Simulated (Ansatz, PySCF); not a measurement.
InBr3, SMILES [Br][In]([Br])[Br]. Atoms are numbered in the order given.

```xyz
4

In    -0.0001     0.0000     0.0000
Br    -2.4579     0.0000     0.0000
Br     1.2290     2.1284     0.0000
Br     1.2290    -2.1284     0.0000
```
Charge 0, spin multiplicity 1.

Coordinates come from a PBE0-D3(BJ)/def2-SVP optimisation. The isomer is the one that the SMILES or the coordinates give; other isomers of the formula were not compared. The def2 effective core potentials stand for the cores of In; spin–orbit coupling is left out.

Two levels are set side by side: PBE-D3(BJ)/def2-SVP (Ansatz, a first-principles code) and PBE0-D3(BJ)/def2-SVP (Ansatz). Each level has its own optimised geometry; the coordinates shown are those of the second. Frequencies come from the Hessian of PySCF at each geometry. Differences are taken from unrounded values.

```csv
quantity,PBE0-D3(BJ),PBE-D3(BJ),PBE-D3(BJ) minus PBE0-D3(BJ)
mean bond length (Å),2.458,2.483,0.025
bond In1–Br2 (Å),2.458,2.483,0.025
bond In1–Br3 (Å),2.458,2.483,0.025
bond In1–Br4 (Å),2.458,2.483,0.025
highest harmonic wavenumber (cm⁻¹),288,274,-14
mean harmonic wavenumber (cm⁻¹),165,156,-9
zero-point energy (kcal/mol),1.42,1.34,-0.08
```

Exact exchange shortens and stiffens bonds; PBE has none. Differences between two approximate levels are no errors against the true value.
